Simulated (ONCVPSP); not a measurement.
## Se: one change to an ONCV potential, before and after

selenium, optimised norm-conserving Vanderbilt (ONCV), made with ONCVPSP 4.0.1 (PBEsol, scalar-relativistic). Core [Ar], reference 3d10 4s2 4p3.75 (charge +0.25). Waves: 4s: rc 1.60 bohr, ncon 5, nbas 10, qcut 5.1 1/bohr, 1 projector; 4p: rc 1.85 bohr, ncon 5, nbas 8, qcut 5.4 1/bohr, 2 projectors, debl 3.5 Ha; 3d: rc 1.10 bohr, ncon 3, nbas 7, qcut 14.2 1/bohr, local. Local part: the d channel. Core correction: Teter function, fcfact 2.5, rcfact 1.5.

Change: p: rc 2.56.

Cutoffs: the cutoffs (Ha) at which the residual kinetic energy of the hardest occupied pseudo-wave falls to 1 and 0.1 mHa per electron; they do not see the model core or the augmentation charge, which bear on the density cutoff. Errors are all-electron minus pseudo energies relative to the spin-unpolarised reference configuration.

**Question.** Predict the effect on cutoff, ghosts and configuration errors.

**Answer.** The potential gets neither clearly harder nor softer (83 Ha and 91 Ha → 83 Ha and 91 Ha); both files keep a bound ghost (s); of the 3 tests that both files solve, the error grows in 2 and shrinks in 0 by more than 15 % and 0.3 meV (median size 0.8 → 1.6 meV).

```tsv
quantity	base	changed
cutoff, loose	83 Ha	83 Ha
cutoff, tight	91 Ha	91 Ha
loose cutoff by channel	s 12 Ha, p 11 Ha, d 83 Ha	s 12 Ha, p 7.3 Ha, d 83 Ha
bound ghosts	s	s
GHOST(+) flags under 300 eV	p at 42.9 eV	p at 37.3 eV
tests with a reliable result	3 of 4	3 of 4
error for 3d10 4s2 4p4, meV [ΔE -1.89 eV]	+0.3	+0.3
error for 3d10 4s2 4p3, meV [ΔE 8.96 eV]	-1.1	-1.6
error for 3d10 4s2 4p2, meV [ΔE 29.33 eV]	-0.8	-8.0
s: phases at 1.62 bohr within 0.05 rad from the reference energy up to (Ha; the scan ends near 5)	2.1	2.1
d: phases at 1.12 bohr within 0.05 rad from the reference energy up to (Ha; the scan ends near 5)	-0.7	-0.7
rms error of d²Exc/dni dnj with the model core, mHa	3.17	3.16
```

 A true bound ghost makes a file unfit for plane-wave use even where its test errors are small: the radial tests pick states by their node count and pass the ghost by.
